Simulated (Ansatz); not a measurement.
Two isomers of C2H5FOSi: A = `F[C@H]1O[C@H]1[SiH3]`, B = `FC1OC[SiH2]1`.

Isolated molecules relaxed with PBE0-D4/def2-TZVP in Ansatz; ΔE leaves out vibrations. CCSD(T)/CBS is the MP2 limit (def2-TZVPP, def2-QZVPP) plus CCSD(T) − MP2 in def2-TZVPP, frozen cores. DFT in def2-TZVPP. B3LYP here is the variant with VWN-RPA as its local correlation; programs differ in this.

(1) Which isomer does CCSD(T)/CBS put lower? Give the gap. (Estimate.)

(2) Give E(B) − E(A) in kcal/mol with HF/def2-TZVPP, CCSD/def2-TZVPP, r2SCAN-D4, MP2/def2-TZVPP, B3LYP-D4, PBE0-D4, ωB97M-V. (Best estimate.)

Largest T1 diagnostic: 0.013.

Answers

(1) Computed: B, by 4.1 kcal/mol.

(2) Computed: HF/def2-TZVPP -1.4, CCSD/def2-TZVPP -2.9, r2SCAN-D4 -2.6, MP2/def2-TZVPP -2.3, B3LYP-D4 -3.7, PBE0-D4 -3.5, ωB97M-V -4.0. None reverses the order clearly.

In def2-TZVPP, CCSD(T) changes the Hartree–Fock value by −1.7 kcal/mol (the triples alone add −0.1 kcal/mol) and MP2 by −0.9 kcal/mol.
